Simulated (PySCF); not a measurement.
GeI2, SMILES [I][Ge][I] (connectivity only; charge and spin as stated), charge -1, multiplicity 2.

The structure is a stationary point at B3LYP-D3(BJ)/def2-SVPD. The multiplicity is an assumed one; other spin states were not compared. The isomer is the one that the SMILES or the coordinates give; other isomers of the formula were not compared. The def2 effective core potentials stand for the cores of I; spin–orbit coupling is left out.

Level of theory: PBE/def2-TZVPD (PySCF).

Gas-phase values at a fixed geometry. A positive occupied level means that this level leaves the electron formally unbound; only the finite basis holds it.

Computed frontier levels, dipole moment and polarisability:
```json
{
 "α spin, highest occupied and lowest empty level": "0.42 and 1.74 eV",
 "β spin, highest occupied and lowest empty level": "-1.73 and 1.56 eV",
 "dipole_moment_about_the_centre_of_nuclear_charge": "0.39 D",
 "mean_static_polarisability": "153.4 bohr³ (22.74 Å³)",
 "polarisability_principal_values": "118.6, 142.4, 199.4 bohr³",
 "⟨S²⟩": "0.754 (pure state 0.75)"
}
```
